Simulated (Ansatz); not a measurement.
`[OH][GeH]([F])[GeH3]` + H–F → `[OH][GeH]([F])[F]` + GeH₄ at 500 K and 1 bar (cleavage of the Ge–Ge bond).

Gas-phase electronic energies from Ansatz, PBE0-D4/def2-TZVP geometries. CBS: MP2 limit from def2 TZ/QZ plus the TZ coupled-cluster correction, frozen cores. This one scheme is used for every species. For Ge outer-core shells are correlated without core-valence functions, which leaves a few kJ/mol of doubt a bond. Scalar relativity is left out up to krypton. Each species was taken in one conformer, which may not be the lowest.

| species | CCSD(T)/CBS energy (Eh) | H − E (kJ/mol) | S (J/(mol·K)) |
| --- | --- | --- | --- |
| `[OH][GeH]([F])[GeH3]` | -4330.26117 | 173.5 | 437.0 |
| H–F | -100.39570 | 39.4 | 188.7 |
| `[OH][GeH]([F])[F]` | -2352.17909 | 105.1 | 360.9 |
| GeH₄ | -2078.49493 | 99.4 | 244.6 |

H − E and S are ideal-gas, rigid-rotor, harmonic terms from PBE0-D4/def2-TZVP, for one conformer and one mirror image of each species. 1 Eh = 2625.50 kJ/mol, R = 8.31446 J/(mol·K).

Task: By hand: ΔE, ΔH, ΔS and ΔG.

Result: ΔE = (-2352.17909) + (-2078.49493) − (-4330.26117) − (-100.39570) = -0.01715 Eh = -45.0 kJ/mol. Δ(H − E) = 105.1 + 99.4 − 173.5 − 39.4 = -8.4, so ΔH = -53.4 kJ/mol. ΔS = 360.9 + 244.6 − 437.0 − 188.7 = -20.2 J/(mol·K). ΔG = -53.4 − 500 × (-20.2)/1000 = -43.3 kJ/mol.

Task: By hand: the equilibrium constant, and the temperature at which ΔG would vanish if ΔH and ΔS stayed fixed.

Result: log₁₀ K = −ΔG/(RT ln 10) = 4.5. ΔG = 0 at ΔH/ΔS = 2644 K, far beyond where these terms or the molecules hold.

ΔH outweighs TΔS. A doubt of 5 kJ/mol in ΔE shifts log₁₀ K by 0.5 here. Other conformers and mirror images would add mixing entropy, several J/(mol·K) or more a flexible species. These are equilibria of isolated gas molecules and say nothing of rates. Largest T1 diagnostic: 0.012 (customary marks: 0.02 for closed shells, 0.045 for open ones).
